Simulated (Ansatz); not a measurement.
Gas-phase electronic energies from Ansatz, PBE0-D4/def2-TZVP geometries. CCSD(T)/CBS adds triple-zeta CCSD(T) − MP2 to the extrapolated MP2 energy (def2 sets, frozen cores). This one scheme is used for every species. Functionals use def2-TZVPP. B3LYP here is the variant with VWN-RPA as its local correlation; programs differ in this.

Consider the hydrogenolysis of the Si–Si bond: `[SiH3][SiH]1[CH2][AlH]1` + H₂ → `[CH2]1[AlH][SiH2]1` + SiH₄.

Is it downhill or uphill in electronic energy at CCSD(T)/CBS, and by how much? (Best estimate.)

Ansatz gave: Downhill: ΔE = -3.5 kJ/mol.

What do these levels give: revPBE-D4, BLYP-D4, r2SCAN-D4, r2SCANh-D4, CAM-B3LYP-D4, B2PLYP, BLYP, B3LYP, r2SCAN0, RPA@PBE/def2-TZVPP, SCS-MP2/def2-TZVPP, SCS-MP2/def2-QZVPP? (Estimate.)

Computed: revPBE-D4 12.0, BLYP-D4 -1.3, r2SCAN-D4 2.4, r2SCANh-D4 0.8, CAM-B3LYP-D4 -14.5, B2PLYP -13.1, BLYP -14.8, B3LYP -17.3, r2SCAN0 -4.0, RPA@PBE/def2-TZVPP -12.2, SCS-MP2/def2-TZVPP -13.1, SCS-MP2/def2-QZVPP -11.1 kJ/mol.

Largest T1 diagnostic among the species: 0.014.

At CCSD(T), def2-SVP lies −13.8 kJ/mol from the extrapolated value and def2-TZVPP −3.8 kJ/mol. From BLYP to BHLYP (50 % exact exchange), in def2-TZVPP and without D4, ΔE moves by −9.4 kJ/mol. The D4 term adds +11.4 kJ/mol with B3LYP and +6.4 kJ/mol with PBE0; it sums over pairs of atoms, weighted by their polarisabilities, and B3LYP, whose exchange is more repulsive, gets the larger term.
